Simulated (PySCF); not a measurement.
Numbering as in the mapped SMILES `[CH3:1][O:2][CH2:3][SiH2:4][O:5][C:6]([CH3:7])=[O:8]` (H(Xn): hydrogen on atom n).

No relativistic terms, equivalent nuclei averaged, isolated molecule, one computed conformer. σ from GIAO-PBE0/pcSseg-1; structure optimised with GFN2-xTB; PySCF.

Scale: $^{13}$C, $^{1}$H, $^{29}$Si vs TMS; $^{17}$O vs H2O (reference shieldings calculated alike).

```json
{"atoms": "H(C3)", "nucleus": "$^{1}$H", "count": "2", "δ (ppm)": "3.21"}
{"atoms": "H(C7)", "nucleus": "$^{1}$H", "count": "3", "δ (ppm)": "?"}
{"atoms": "C7", "nucleus": "$^{13}$C", "count": "1", "δ (ppm)": "24.2"}
{"atoms": "H(C1)", "nucleus": "$^{1}$H", "count": "3", "δ (ppm)": "?"}
{"atoms": "O2", "nucleus": "$^{17}$O", "count": "1", "δ (ppm)": "4.3"}
{"atoms": "C3", "nucleus": "$^{13}$C", "count": "1", "δ (ppm)": "66.3"}
{"atoms": "C1", "nucleus": "$^{13}$C", "count": "1", "δ (ppm)": "?"}
{"atoms": "Si4", "nucleus": "$^{29}$Si", "count": "1", "δ (ppm)": "-20.8"}
{"atoms": "O5", "nucleus": "$^{17}$O", "count": "1", "δ (ppm)": "196.9"}
{"atoms": "O8", "nucleus": "$^{17}$O", "count": "1", "δ (ppm)": "?"}
{"atoms": "H(Si4)", "nucleus": "$^{1}$H", "count": "2", "δ (ppm)": "4.99"}
{"atoms": "C6", "nucleus": "$^{13}$C", "count": "1", "δ (ppm)": "176.8"}
```

Task: Fill in the missing shifts.

Result: 
- C1: 65.6 ppm, methyl carbon bonded to O; the inductive effect lowers its shielding
- H(C1): 3.51 ppm, hydrogen on a methyl carbon bonded to O; its carbon carries O, an electronegative neighbour
- H(C7): 2.15 ppm, hydrogen on a methyl carbon α to a carbonyl; α to C=O
- O8: 471.4 ppm, carbonyl oxygen

Shifts are as computed. Against solution values, carbons near 30 ppm lie about +3 ppm off and those near 130 ppm about +5 ppm. Of 1211 compounds with measured shifts, 218 miss one by over three times the rms of a fit or turn the order of signals round; such compounds aren't used in these exercises. Unscaled 17O shifts of doubly bonded oxygen tend to come out too high, by tens of ppm or more. Experimental scales use liquid or dissolved standards, which lie at an offset from isolated H2O (liquid H2O: subtract about 36 ppm).
